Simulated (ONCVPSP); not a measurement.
# Hardness and transferability of assorted potentials

Generated with ld1.x 7.5 (TM, RRKJ, ultrasoft, PAW), atompaw 4.2 or ONCVPSP 4.0.1. The cutoff is in Ry: for ld1.x and atompaw files where the sum of valence levels is converged to 10 mRy in a Bessel basis, for ONCV files where the hardest occupied wave has 1 mHa per electron of residual kinetic energy. The error is the largest all-electron minus pseudo excitation energy over each file’s own four to seven test configurations (ionisations up to +4, promotions, holes and added fractions of an electron), all of which were solved. The labels leave out finer settings (local radius, basis sizes, second energies), which also bear on the numbers. Spin-polarised tests are not counted. The rows are a selection from randomly drawn settings: files with unsolved tests, undetermined cutoffs or missed reference levels are left out.

A true bound ghost makes a file unfit for plane-wave use even where its test errors are small: the radial tests pick states by their node count and pass the ghost by.

| element | potential | cutoff (Ry) | largest error (meV) | bound ghosts |
| --- | --- | --- | --- | --- |
| F | ONCV, PBE, non-relativistic, rc 0.65/1.15/1.10 (spd), local smoothed, core correction yes, reference 2s2 2p5, qcut 10.1/9.5/10, projectors 2/2/1 | 114 | +634 | none |
| Sc | ONCV, PBE, scalar-relativistic, rc 3.10/2.45/1.65 (spd), local smoothed, core correction no, reference 3d1 4s2, qcut 2.1/3.7/9.9, projectors 2/2/2 | 66 | +424 | none |
| Lu | ONCV, Wu-Cohen, scalar-relativistic, rc 1.65/1.70/2.50/1.10 (spdf), local smoothed, core correction yes, reference 4f14 5s2 5p6 5d1 6s0.5, qcut 7.9/6.9/7.7/15.1, projectors 2/3/2/3 | 198 | +3.7 | s |
| W | ONCV, PBEsol, scalar-relativistic, rc 2.60/1.15/1.85 (spd), local smoothed, core correction yes, reference 5p6 5d4 6s2, qcut 2.4/6/5.1, projectors 2/3/2 | 221 | -35 | s |
| Pt | ONCV, PBE, scalar-relativistic, rc 1.65/1.75/2.40 (spd), local smoothed, core correction yes, reference 5s2 5p6 5d9 6s1, qcut 7.5/8.6/6.6, projectors 3/2/3 | 39 | +38 | none |
| Bi | ONCV, PBE, scalar-relativistic, rc 1.35/1.75/1.35 (spd), local d, core correction yes, reference 5s2 5p6 5d10 6s2 6p3, qcut 7.6/7.4/13.4, projectors 2/2/0 | 107 | -23 | none |

Problem. Fill in the row for C: ONCV, PW91, scalar-relativistic, rc 1.10/2.90 (sp), local smoothed, core correction yes, reference 2s2 2p2, qcut 4.9/3.8, projectors 1/1.

Solution. cutoff 74 Ry, largest error +3102 meV, bound ghosts: none.

Problem. Fill in the row for Cl: ONCV, PBEsol, scalar-relativistic, rc 1.35/1.05 (sp), local smoothed, core correction no, reference 3s2 3p5, qcut 5.1/6.6, projectors 2/3.

Solution. cutoff 30 Ry, largest error +168 meV, bound ghosts: p.

Problem. Fill in the row for Au: ONCV, PBEsol, scalar-relativistic, rc 1.30/1.25/2.30 (spd), local smoothed, core correction yes, reference 5s2 5p6 5d10 6s1, qcut 8.6/6.4/7, projectors 3/1/2.

Solution. cutoff 218 Ry, largest error +143 meV, bound ghosts: none.
